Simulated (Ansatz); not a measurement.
Isolated molecules relaxed with PBE0-D4/def2-TZVP in Ansatz; ΔE leaves out vibrations. CCSD(T)/CBS is the MP2 limit (def2-TZVPP, def2-QZVPP) plus CCSD(T) − MP2 in def2-TZVPP, frozen cores. This one scheme is used for every species. Double bonds are as drawn, so ΔE can hold a change between cis and trans. Triplets are unrestricted, without spin–orbit coupling.

Consider the formal loss of a carbene: `C/C(F)=N/[SiH3]` → `F/C=N/[SiH3]` + `[CH2]` (triplet).

`C/C(F)=N/[SiH3]`:

Cartesian coordinates in Å:
```
C -0.168 0.519 1.957
C 0.206 0.040 0.602
F 1.444 -0.529 0.639
N -0.459 0.115 -0.439
Si -0.114 -0.410 -2.055
H 0.570 1.244 2.308
H -0.159 -0.317 2.659
H -1.155 0.974 1.930
H 1.206 -1.070 -2.236
H -0.181 0.791 -2.924
H -1.189 -1.357 -2.441
```

`F/C=N/[SiH3]`:

Z-matrix (Å, degrees):
```
Si
N 1 1.735
H 1 1.482 2 108.0
H 1 1.482 2 108.0 3 -118.8
H 1 1.492 2 112.0 3 120.6
C 2 1.234 1 125.7 3 -120.8
F 6 1.336 2 121.3 1 -180.0
H 6 1.095 2 129.6 1 0.0
```

`[CH2]` (triplet):

Z-matrix (Å, degrees):
```
C
H 1 1.079
H 1 1.079 2 134.9
```

```tsv
species	CCSD(T)/CBS(def2) energy (Eh)
`C/C(F)=N/[SiH3]`	-523.29225
`F/C=N/[SiH3]`	-484.01982
`[CH2]` (triplet)	-39.09499
```

(1) Work out ΔE.

Largest T1 diagnostic among the species: 0.014.

Results:

(1) ΔE = (-484.01982) + (-39.09499) − (-523.29225) = 0.17744 Eh = +465.9 kJ/mol.

Leaving LDA and LC-ωPBE aside and taking each functional with its dispersion term where it has one, the values, not all of them listed here, spread over 34.4 kJ/mol, from r2SCAN0-D4 to ωB97X-V. LDA lies +76.5 kJ/mol from PBE without D4. At CCSD(T), def2-SVP lies −13.9 kJ/mol from the extrapolated value and def2-TZVPP −11.9 kJ/mol.
